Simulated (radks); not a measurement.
The numbers below are computed, except where a source is named.
Q: The barium ion Ba44+, [Ne] 3s2. Level of theory: non-relativistic Kohn-Sham, PBE, spin-polarised, spherical densities, point nucleus (a radial shooting solver on a logarithmic mesh with Libxc functionals). Every spin shell is full or empty, so the densities are truly spherical. Functionals are evaluated on that one density, not self-consistently. Rank these exchange functionals by their error against the exact value of the orbitals, and give that value: LDA, PBE, revPBE, RPBE, PW91, SOGGA, EV93, revTPSS, r2SCAN, MS2, MVS.

A: Exact: -97.9954 hartree. From best to worst, with 100 (|E| - |E exact|)/|E exact| (equal figures are ties): RPBE -0.06, MS2 -0.12, PW91 -0.17, r2SCAN -0.18, revPBE -0.19, MVS -0.50, PBE -0.59, revTPSS -0.73, EV93 +0.97, SOGGA -3.42, LDA -7.60.
